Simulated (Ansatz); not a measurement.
Coupled-cluster diagnostics for the cluster Mg2I3 (the lowest doublet isomer of a short search), Ansatz.

Geometry of the doublet (PBE-D4/def2-SVP):

```xyz
5

Mg    0.525   -0.670    0.360
Mg   -1.568    2.016   -1.080
I    -1.809    0.430    1.310
I     1.964   -2.563    1.353
I     0.889    0.787   -1.944
```

In the def2 sets I takes a core potential; there is no spin–orbit coupling. Correlated methods freeze 14 core orbitals; core or outer-core shells of Mg, I are correlated, in sets that lack core-valence functions. The structure comes from a short search, and lower isomers may exist.

(1) Estimate the CCSD(T) correlation energy, the shares of MP2 and (T), T1 and the reference's ⟨S²⟩ for: charge 0, doublet, own geometry in def2-SVP; and the rough time on 4 threads of Arm Neoverse V2 on a shared host.

## Answers

(1) 
| state | basis | correlation (eV) | MP2 share (%) | (T) share (%) | T1 | ⟨S²⟩ (pure) | wall time |
| --- | --- | --- | --- | --- | --- | --- | --- |
| charge 0, doublet, own geometry | def2-SVP | -12.185 | 92.5 | 2.4 | 0.007 | 0.75 (0.75) | 93 s |
Customary marks for T1 are 0.02 (closed shells), 0.045 (open shells) and about 0.05 (3d metals). T1 stays under 0.02 throughout.
